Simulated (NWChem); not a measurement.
System: CdGeH$_{4}$; SMILES [GeH3][CdH]

```xyz
6

Cd     0.3509     0.9581    -0.0036
H      0.4670     2.6479    -0.0064
Ge     0.1744    -1.5857     0.0007
H      0.6000    -2.2090    -1.3485
H      1.0666    -2.2370     1.0822
H     -1.2666    -2.0758     0.2718
```
Atoms are numbered in this order, from 1.

Level: PBE0/def2-SVP with def2 effective core potentials on Cd (NWChem), optimised geometry, unscaled harmonic frequencies. def2 effective core potentials on Cd; no spin-orbit coupling.

```tsv
frequency (cm⁻¹)	IR intensity (km/mol)
215	1.2
339	47.7
340	48.1
459	21.0
459	20.8
792	268.9
893	36.3
893	36.3
1782	370.6
2118	92.0
2123	127.7
2123	127.7
```

| Property | Value |
|---|---|
| zero-point energy | 17.9 kcal/mol |
| thermal correction to the enthalpy at 298.15 K (with zero-point energy) | 21.5 kcal/mol |
| heat capacity Cv | 15.4 cal/(mol K) |
| entropy at 298.15 K and 1 atm (symmetry number 3) | 70.8 cal/(mol K) |

Rigid rotor and harmonic oscillator.
